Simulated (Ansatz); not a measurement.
`N[SiH](F)[SiH2]O` + `[NH2][GeH2][NH2]` → `[NH2][GeH2][NH][SiH](N)F` + `O[SiH3]`  (cleavage of the Si–Si bond)

Computed with Ansatz on PBE0-D4/def2-TZVP structures; ΔE is electronic, products minus reactants. CCSD(T)/CBS adds triple-zeta CCSD(T) − MP2 to the extrapolated MP2 energy (def2 sets, frozen cores). For Ge outer-core shells are correlated without core-valence functions, which leaves a few kJ/mol of doubt a bond. Scalar relativity is left out up to krypton. One conformer a species, not always the lowest.

| species | MP2/CBS(def2) energy (Eh) |
| --- | --- |
| `N[SiH](F)[SiH2]O` | -811.50611 |
| `[NH2][GeH2][NH2]` | -2189.10171 |
| `[NH2][GeH2][NH][SiH](N)F` | -2633.99934 |
| `O[SiH3]` | -366.65375 |

Question: Work out ΔE.

Answer: ΔE = (-2633.99934) + (-366.65375) − (-811.50611) − (-2189.10171) = -0.04527 Eh = -28.4 kcal/mol. CCSD(T)/CBS gives -26.6 kcal/mol.

Largest T1 diagnostic among the species: 0.012.

The D4 term adds −1.8 kcal/mol with B3LYP and −1.0 kcal/mol with PBE0; it sums over pairs of atoms, weighted by their polarisabilities, and B3LYP, whose exchange is more repulsive, gets the larger term. From PBE to PBE0 (25 % exact exchange), in def2-TZVPP and without D4, ΔE moves by −2.6 kcal/mol.

B3LYP here is the variant with VWN-RPA as its local correlation; programs differ in this.
